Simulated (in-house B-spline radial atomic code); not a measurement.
Inner levels of potassium as electrons are removed. A shift is the extra binding of the orbital against the neutral atom ([Ar] 4s1). The density at the nucleus is averaged over the nuclear charge. Computed with an all-electron radial atomic-structure program (B-spline basis): Dirac-Hartree-Fock, average of the configuration, finite nuclei.

```
 ion  configuration  shift of 1s1/2 (eV)  radius of 1s1/2 (bohr)  Σ<r²> (bohr²)  change of density at nucleus (bohr⁻³)
   K       [Ar] 4s1                    0                0.080961         50.944                                      -
  K+   [Ne] 3s2 3p6               5.9886                0.080961         19.479                               -0.86679
 K2+   [Ne] 3s2 3p5                    ?                       ?              ?                                      ?
 K3+   [Ne] 3s2 3p4                    ?                       ?              ?                                      ?
 K4+   [Ne] 3s2 3p3               65.816                0.080946          9.817                                 10.546
 K5+   [Ne] 3s2 3p2               89.981                0.080937         7.5769                                 15.453
 K6+   [Ne] 3s2 3p1               116.16                0.080927         5.6415                                 20.906
 K7+       [Ne] 3s2               144.31                0.080915         3.9518                                 26.905
 K8+       [Ne] 3s1                    ?                       ?              ?                                      ?
 K9+   [He] 2s2 2p6               205.23                 0.08091         1.2296                                -32.824
K10+   [He] 2s2 2p5               288.73                0.080813         1.0272                                -11.074
K11+   [He] 2s2 2p4               376.69                0.080704         0.8466                                 12.153
K12+   [He] 2s2 2p3               469.08                0.080582        0.68484                                  36.87
K13+   [He] 2s2 2p2               565.84                0.080447        0.53942                                 63.093
K14+   [He] 2s2 2p1               666.94                0.080299        0.40827                                 90.835
K15+       [He] 2s2               772.35                0.080137        0.28969                                 120.11
K16+       [He] 2s1               866.55                 0.08012        0.14898                                -117.66
K17+            1s2               963.43                0.080035       0.017152                                -373.72
K18+            1s1              1284.27                0.078439      0.0082169                                -2673.6
```

(1) Fill in the row of K2+.

(2) Fill in the row of K3+.

(3) Fill in the row of K8+.

## Answers

(1) shift of 1s1/2 (eV): 23.736; radius of 1s1/2 (bohr): 0.080957; Σ<r²> (bohr²): 15.596; change of density at nucleus (bohr⁻³): 2.3735.

(2) shift of 1s1/2 (eV): 43.712; radius of 1s1/2 (bohr): 0.080952; Σ<r²> (bohr²): 12.447; change of density at nucleus (bohr⁻³): 6.1835.

(3) shift of 1s1/2 (eV): 173.99; radius of 1s1/2 (bohr): 0.080913; Σ<r²> (bohr²): 2.5205; change of density at nucleus (bohr⁻³): -0.922.
